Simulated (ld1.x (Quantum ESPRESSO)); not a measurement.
**Configuration tests for boron (B) (ultrasoft)**

```
Element                 : B
Generator               : ld1.x (Quantum ESPRESSO) 7.5
Type                    : ultrasoft
Functional              : LDA (PZ)
Relativity              : scalar-relativistic
Frozen core             : [He]
Valence charge          : 3
Reference configuration : 2s2 2p0 (charge +1)
Partial waves           : 2s (bound): rcut 1.20, rcutus 1.35 bohr; 2s channel at -0.7 Ry: rcut 1.20, rcutus 1.35 bohr; 2p (bound, empty): rcut 1.90, rcutus 2.55 bohr; 2p channel at 3.45 Ry: rcut 1.90, rcutus 2.55 bohr
Local potential         : all-electron potential smoothed inside 1.05 bohr (lloc = -2)
Core correction         : Bessel-smoothed model core inside 1.05 bohr
Augmentation charge     : PSQ, radius 1.10 bohr
```

Energies are relative to the spin-unpolarised reference configuration 2s2 2p0; without spin polarisation the order of configurations can differ from experiment. Spin-polarised rows fill each open shell by Hund’s rule, majority spin first.

Task: Give the all-electron excitation energy and the error of the potential for: 2s2 2p1; 2s1 2p0; 2s2 2p0.5; 2s1 2p2; 2s2 2p1.3; 2s0 2p3; 2s1 2p1; 2s2 2p1 (spin-polarised); 2s1 2p0 (spin-polarised).

Result:

| valence configuration | charge | ΔE all-electron (eV) | error AE − PS (meV) |
| --- | --- | --- | --- |
| 2s2 2p1 | 0 | -8.327 | +5.4 |
| 2s1 2p0 | +2 | 25.305 | +15 |
| 2s2 2p0.5 | +0.5 | -5.384 | +1.4 |
| 2s1 2p2 | 0 | -2.641 | +16 |
| 2s2 2p1.3 | -0.3 | -9.099 | +8.4 |
| 2s0 2p3 | 0 | 3.075 | +38 |
| 2s1 2p1 | +1 | 5.957 | +7.7 |
| 2s2 2p1 (spin-polarised) | 0 | -8.562 | +11 |
| 2s1 2p0 (spin-polarised) | +2 | 24.576 | +19 |

Levels in the configuration 2s1 2p0:

```json
{"level": "2s", "all-electron (eV)": "-31.341", "pseudo (eV)": "-31.303"}
```
